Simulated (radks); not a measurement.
The numbers below are computed, except where a source is named.
How relativity changes the ionisation of the germanium ion Ge+ ([Ar] 3d10 4s2 4p1) to Ge2+ ([Ar] 3d10 4s2). Spin-unpolarised spherical Kohn-Sham, PBEsol, point nucleus unless stated (finite: rms radius 4.0742 fm), a radial shooting solver on a logarithmic mesh with Libxc functionals. A level marked "c x" has the speed of light scaled by that factor and shares open shells by 2j + 1; other Dirac levels either fill j = l - 1/2 first or share by 2j + 1.

non-rel.: E(Ge+) (hartree) -2074.86017; E(Ge2+) (hartree) -2074.29199; IE (eV) 15.461; HOMO 4p; <r> HOMO (bohr) 2.549
scalar-rel.: E(Ge+) (hartree) -2097.02017; E(Ge2+) (hartree) -2096.45242; IE (eV) 15.449; HOMO 4p; <r> HOMO (bohr) 2.541
scalar-rel., finite nucleus: E(Ge+) (hartree) -2097.00739; E(Ge2+) (hartree) -2096.43965; IE (eV) 15.449; HOMO 4p; <r> HOMO (bohr) 2.541
Dirac, 2j+1 shares: E(Ge+) (hartree) -2097.11933; E(Ge2+) (hartree) -2096.55146; IE (eV) 15.452; HOMO 4p3/2; <r> HOMO (bohr) 2.554
Dirac, low j first: E(Ge+) (hartree) -2097.12538; E(Ge2+) (hartree) -2096.55146; IE (eV) 15.617; HOMO 4p1/2; <r> HOMO (bohr) 2.518
Dirac, 2j+1 shares, finite nucleus: E(Ge+) (hartree) -2097.10654; E(Ge2+) (hartree) -2096.53868; IE (eV) 15.452; HOMO 4p3/2; <r> HOMO (bohr) 2.554
Dirac, c x 0.75: E(Ge+) (hartree) -2115.30019; E(Ge2+) (hartree) -2114.73253; IE (eV) 15.447; HOMO 4p3/2; <r> HOMO (bohr) 2.559
Dirac, c x 0.85: E(Ge+) (hartree) -2105.99771; E(Ge2+) (hartree) -2105.42996; IE (eV) 15.449; HOMO 4p3/2; <r> HOMO (bohr) 2.556
Dirac, c x 1.25: E(Ge+) (hartree) -2088.96715; E(Ge2+) (hartree) -2088.39918; IE (eV) 15.455; HOMO 4p3/2; <r> HOMO (bohr) 2.552

NIST Atomic Spectra Database: 15.935 eV (measured). The relativistic part of the total energy of Ge+ is -22.25 hartree (Dirac, 2j+1 shares, finite nucleus), 1.1 % of the non-relativistic value. Spin polarisation and multiplet splitting of open shells are left out at every level.

Beside tabulated values, note that spin-unpolarised runs miss the spin-polarisation part of the exchange energy of open shells.
